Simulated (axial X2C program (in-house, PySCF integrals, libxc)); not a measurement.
## Potential curves of AlHf, with spin–orbit coupling

All values were computed with an in-house all-electron X2C program for linear molecules (integrals from PySCF). Two-component (2c) means X2C with spin–orbit coupling and atomic mean-field two-electron Coulomb and Gaunt terms. Basis: Hf dyall-cv3z [13s14p9d7f4g], Al dyall-v3z [8s8p2d1f] (cores contracted in-house); Gaussian nuclei, density fitting, unrestricted open shells. Masses: Hf 179.947 u, Al 26.982 u.

State: Ω = 3/2 (⟨Sz⟩ = 1.46, ⟨Lz⟩ = 0.04 at PBE0). Energies in kJ/mol from the lowest point of each curve. Fits are polynomials in 1 − R0/R over 0.85 to 1.23 times the lowest point R0.

```csv
R (Å),PBE0
2.3046,57.89
2.4106,24.06
2.4901,9.51
2.5695,2.02
2.6490,0.00
2.7417,2.87
2.8344,9.72
2.9536,22.38
3.0993,40.90
3.3113,68.77
```

Occupations by symmetry block were frozen at the best pattern of an incomplete PBE0 search. Density functionals use the spin component along the axis (collinear). PBE0 can misorder states that lie within some tenths of an eV, so this need not be the ground state of the molecule. The nearest other 2c determinant of the search, Ω = 1/2, lies 0.21 eV up at the distance of the search. With several unpaired electrons one determinant need not be a pure state. This is the top spin component of a Σ state; components of lower Ω are not single determinants and can lie lower.

(1) Fit the PBE0 curve near its minimum: give the equilibrium distance and the harmonic wavenumber.

## Answers

(1) At PBE0, 2c: Re = 2.644 Å, ωe ≈ 284 cm⁻¹; Be follows as 0.103 cm⁻¹.
